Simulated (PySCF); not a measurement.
Geometry:
```json
{"atom": "N1", "x (Å)": "-1.202", "y (Å)": "2.167", "z (Å)": "1.155"}
{"atom": "C2", "x (Å)": "-1.088", "y (Å)": "1.105", "z (Å)": "0.712"}
{"atom": "C3", "x (Å)": "-0.841", "y (Å)": "-0.248", "z (Å)": "0.166"}
{"atom": "C4", "x (Å)": "-2.057", "y (Å)": "-0.756", "z (Å)": "-0.496"}
{"atom": "N5", "x (Å)": "-2.998", "y (Å)": "-1.187", "z (Å)": "-1.008"}
{"atom": "O6", "x (Å)": "0.220", "y (Å)": "-0.272", "z (Å)": "-0.722"}
{"atom": "Si7", "x (Å)": "1.840", "y (Å)": "-0.022", "z (Å)": "-0.299"}
{"atom": "H8", "x (Å)": "-0.663", "y (Å)": "-0.909", "z (Å)": "1.041"}
{"atom": "H9", "x (Å)": "2.618", "y (Å)": "-0.470", "z (Å)": "-1.479"}
{"atom": "H10", "x (Å)": "2.132", "y (Å)": "-0.849", "z (Å)": "0.911"}
{"atom": "H11", "x (Å)": "2.076", "y (Å)": "1.417", "z (Å)": "0.005"}
```

Geometry: PBE0-D3(BJ)/def2-SVP; GIAO absolute shieldings from PySCF 2.14.0 with density-fitted response routines, gas phase, non-relativistic, averaged over equivalent atoms.

At BP86/pcSseg-1 (146 basis functions, 16 s wall time on 1 thread of an Arm Neoverse V2, shared host):
```json
{"atoms": "N1/N5", "σ (ppm)": "-50.0"}
{"atoms": "C2/C4", "σ (ppm)": "67.4"}
{"atoms": "C3", "σ (ppm)": "123.5"}
{"atoms": "O6", "σ (ppm)": "299.1"}
{"atoms": "Si7", "σ (ppm)": "354.7"}
{"atoms": "H9/H10/H11", "σ (ppm)": "26.20"}
{"atoms": "H8", "σ (ppm)": "26.28"}
```

**Question.** Predict the values at B97-D/pcSseg-1 on the same geometry.

**Answer.** 
```json
{"atoms": "N1/N5", "σ at B97-D/pcSseg-1": "-40.3", "change": "+9.7"}
{"atoms": "C2/C4", "σ at B97-D/pcSseg-1": "70.3", "change": "+2.9"}
{"atoms": "C3", "σ at B97-D/pcSseg-1": "124.6", "change": "+1.1"}
{"atoms": "O6", "σ at B97-D/pcSseg-1": "298.5", "change": "-0.6"}
{"atoms": "Si7", "σ at B97-D/pcSseg-1": "372.2", "change": "+17.5"}
{"atoms": "H9/H10/H11", "σ at B97-D/pcSseg-1": "26.54", "change": "+0.34"}
{"atoms": "H8", "σ at B97-D/pcSseg-1": "26.44", "change": "+0.16"}
```

The largest change is at Si7 (silicon bonded to O, 3 H). Cost: 146 basis functions, 16 s wall time on 1 thread of an Arm Neoverse V2, shared host.
